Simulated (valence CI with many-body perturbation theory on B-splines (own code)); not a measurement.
Sensitivity of CI+MBPT for Pb

Computed by relativistic CI+MBPT: four valence electrons over a frozen Dirac-Fock core [Xe] 4f14 5d10, a basis of 6 s, 6 p, 5 d, 3 f, 1 g functions for each j, with the one-electron correlation potential Σ1, the two-electron term Σ2, the three-electron term Σ3, Breit, model QED; selected CI, second order for the rest, scaled by the run's own slope (own B-spline code, finite nucleus).

Against 17 measured levels this calculation errs by 249 cm⁻¹ on average and by 895 at most. These come from a selection out of the NIST Handbook of Basic Atomic Spectroscopic Data. Levels without a partner in it may be off by more.

The reference run has the lowest level (6s^2 6p1/2^2) J=0 and an ionisation energy of 7.36821 eV. Its largest variational space holds 10000 state functions.

Levels are named by their leading jj configuration (3d3/2^4 stands for four electrons in 3d with j = 3/2), which in mixed levels can hold well under half, so a name can repeat and another be missing.

| Level | Reference (cm⁻¹) | Shift (cm⁻¹) |
| --- | --- | --- |
| (6s^2 6p1/2 6p3/2) J=1 | 8050 | +394 |
| (6s^2 6p1/2 6p3/2) J=2 | 10836 | +448 |
| (6s^2 6p3/2^2) J=2 | 21818 | +903 |
| (6s^2 6p3/2^2) J=0 | 29636 | +1010 |
| (6s^2 6p1/2 7s) J=0 | 34840 | +935 |
| (6s^2 6p1/2 7s) J=1 | 35176 | +936 |
| (6s^2 6p1/2 7p1/2) J=1 | 42610 | +1016 |
| (6s^2 6p1/2 7p1/2) J=0 | 44154 | +1008 |
| (6s^2 6p1/2 7p3/2) J=1 | 44380 | +1031 |
| (6s^2 6p1/2 7p3/2) J=2 | 44523 | +1032 |
| (6s^2 6p1/2 6d3/2) J=2 | 45241 | +1152 |
| (6s^2 6p1/2 6d5/2) J=2 | 45820 | +1146 |

The ionisation energy moves by +0.13807 eV.

Problem. Which of these changes was made?
A. screening of Σ1 on → off
B. scale of Σ1 1 → 0; scale of Σ2 1 → 0; three-electron term on → off
C. scale of Σ2 1 → -1
D. lowest core n in screening and Σ2 4 → 3; QED terms on → off

Solution. A. screening of Σ1 on → off.
